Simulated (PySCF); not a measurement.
# KN: one state, many levels of theory

State: ³Σ⁻ (triplet), unpaired electrons π ↑↑. Set-up: PySCF, no relativity, basis sets K def2-TZVPP, N def2-TZVPP. De refers to K + N in their high-spin ground configurations, without counterpoise correction. The functionals are run spin-unrestricted. A positive dipole means K(−)N(+). Levels whose curve was spin-contaminated or gave no clean fit are not listed.

| Level | Re (Å) | ωe (cm⁻¹) | De (eV) | μ (D) |
| --- | --- | --- | --- | --- |
| ROHF | 2.567 | 346 | -0.83 | -10.26 |
| ROHF-MP2 | 2.558 | 338 | 0.443 | n/a |
| ROHF-SCS-MP2 | 2.566 | 334 | 0.55 | n/a |
| ROHF-CCSD | 2.589 | 312 | 0.469 | n/a |
| ROHF-CCSD(T) | 2.602 | 299 | 0.57 | n/a |
| TPSS | 2.580 | 303 | 1.32 | -7.23 |
| TPSSh | 2.571 | 308 | 1.18 | -7.65 |
| ωB97M-V | 2.560 | 328 | 1.04 | -8.87 |

Which functional lies closest to ROHF-CCSD(T) in De, which farthest, and by how much do they differ from it?

Closest is ωB97M-V (-4.2 pm in Re, +9.7 % in ωe, +0.47 eV in De against ROHF-CCSD(T) in the same basis), farthest TPSS (-2.2 pm in Re, +1.3 % in ωe, +0.75 eV in De). CCSD(T) converges more slowly with the basis than the functionals do and binds too weakly in this one, so the order can change at the basis-set limit.

What does second-order correlation do here, going from ROHF to ROHF-MP2?

ROHF-MP2 less ROHF: -0.9 pm in Re, -2.3 % in ωe, +1.27 eV in De. Correlation nearly always deepens the well. The bond shortens, as in weak, metallic or heavy-atom bonds, where dispersion and the correlation of outer-core electrons pull the atoms together.

What does the triples do here, going from ROHF-CCSD to ROHF-CCSD(T)?

ROHF-CCSD(T) less ROHF-CCSD: +1.3 pm in Re, -4.2 % in ωe, +0.10 eV in De. Correlation nearly always deepens the well. The bond lengthens, as in strong covalent bonds, where excitations into antibonding orbitals dominate.

Correlated steps freeze 6 core orbitals. The CCSD T1 diagnostic is raised, a sign that a single reference may not be enough here. UHF is strongly spin-contaminated for KN, so the ROHF reference used there is far from stable. A negative De means that the minimum lies above the separated atoms at that level. The state is the lowest determinant that a PBE0 search found; another state may lie lower at other levels.

The whole job (state search and all levels along the bond) took about 6.6 min on 1 thread of Intel Xeon Platinum 8259CL @ 2.50GHz (shared host), peak memory 1.2 GiB.
